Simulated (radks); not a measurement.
All-electron atom: a nucleus of charge 77.5 with 77 electrons in [Xe] 4f14 5d9.

All-electron calculation, scalar-relativistic Kohn-Sham, LDA (Slater exchange, Perdew-Wang correlation), spin-polarised, spherical densities, finite nucleus; open shells are filled with parallel spins first (spin-orbit coupling, left out, can overturn this in heavy ions); Fermi nuclear charge, rms radius 5.427 fm. Program: a radial shooting solver on a logarithmic mesh with Libxc functionals.

Energy parts (hartree):
| part | energy |
|---|---|
| total | -18105.0682 |
| kinetic | 20144.8716 |
| electron-nucleus | -44954.0083 |
| Hartree | 7044.0338 |
| exchange-correlation | -339.9654 |

Orbitals (lengths in bohr, moments of r in powers of bohr; r(max) is where P^2 peaks):
1s up: occ. 1; eigenvalue (hartree) -2836.357; r(max) 0.01073; <r> 0.01731; <r^4> 4.674e-07
1s down: occ. 1; eigenvalue (hartree) -2836.357; r(max) 0.01073; <r> 0.01731; <r^4> 4.674e-07
2s up: occ. 1; eigenvalue (hartree) -497.3504; r(max) 0.06181; <r> 0.07303; <r^4> 0.00006902
2s down: occ. 1; eigenvalue (hartree) -497.3484; r(max) 0.06181; <r> 0.07303; <r^4> 0.00006902
2p up: occ. 3; eigenvalue (hartree) -431.8865; r(max) 0.05099; <r> 0.06575; <r^4> 0.00005535
2p down: occ. 3; eigenvalue (hartree) -431.8848; r(max) 0.05099; <r> 0.06575; <r^4> 0.00005535
3s up: occ. 1; eigenvalue (hartree) -116.5993; r(max) 0.1743; <r> 0.1890; <r^4> 0.002510
3s down: occ. 1; eigenvalue (hartree) -116.5983; r(max) 0.1743; <r> 0.1890; <r^4> 0.002510
3p up: occ. 3; eigenvalue (hartree) -97.48692; r(max) 0.1732; <r> 0.1898; <r^4> 0.002735
3p down: occ. 3; eigenvalue (hartree) -97.48582; r(max) 0.1732; <r> 0.1898; <r^4> 0.002735
3d up: occ. 5; eigenvalue (hartree) -76.52414; r(max) 0.1409; <r> 0.1719; <r^4> 0.002103
3d down: occ. 5; eigenvalue (hartree) -76.52257; r(max) 0.1409; <r> 0.1719; <r^4> 0.002103
4s up: occ. 1; eigenvalue (hartree) -24.97593; r(max) 0.3937; <r> 0.4195; <r^4> 0.05709
4s down: occ. 1; eigenvalue (hartree) -24.97377; r(max) 0.3937; <r> 0.4195; <r^4> 0.05708
4p up: occ. 3; eigenvalue (hartree) -18.70239; r(max) 0.4138; <r> 0.4465; <r^4> 0.07623
4p down: occ. 3; eigenvalue (hartree) -18.70022; r(max) 0.4138; <r> 0.4465; <r^4> 0.07621
4d up: occ. 5; eigenvalue (hartree) -11.02669; r(max) 0.4222; <r> 0.4735; <r^4> 0.1073
4d down: occ. 5; eigenvalue (hartree) -11.02411; r(max) 0.4222; <r> 0.4735; <r^4> 0.1073
5s up: occ. 1; eigenvalue (hartree) -3.73853; r(max) 0.8794; <r> 0.9661; <r^4> 1.609
5s down: occ. 1; eigenvalue (hartree) -3.72372; r(max) 0.8788; <r> 0.9652; <r^4> 1.604
4f up: occ. 7; eigenvalue (hartree) -2.49076; r(max) 0.3893; <r> 0.5259; <r^4> 0.2441
4f down: occ. 7; eigenvalue (hartree) -2.48694; r(max) 0.3892; <r> 0.5255; <r^4> 0.2427
5p up: occ. 3; eigenvalue (hartree) -2.10850; r(max) 0.9907; <r> 1.123; <r^4> 3.144
5p down: occ. 3; eigenvalue (hartree) -2.09057; r(max) 0.9897; <r> 1.122; <r^4> 3.136
5d up: occ. 5; eigenvalue (hartree) -0.33998; r(max) 1.296; <r> 1.739; <r^4> 27.54
5d down: occ. 4; eigenvalue (hartree) -0.32113; r(max) 1.295; <r> 1.753; <r^4> 29.18

The highest occupied level is 5d down at -8.739 eV. Spin moment in Bohr magnetons: 1. The spin density at the nucleus is -4.026 e/bohr^3 (1s -0.086, 2s -0.368, 3s -0.029, 4s 0.246, 5s -3.788). The electron density at the nucleus is 2.02e+06 e/bohr^3 (large components only).
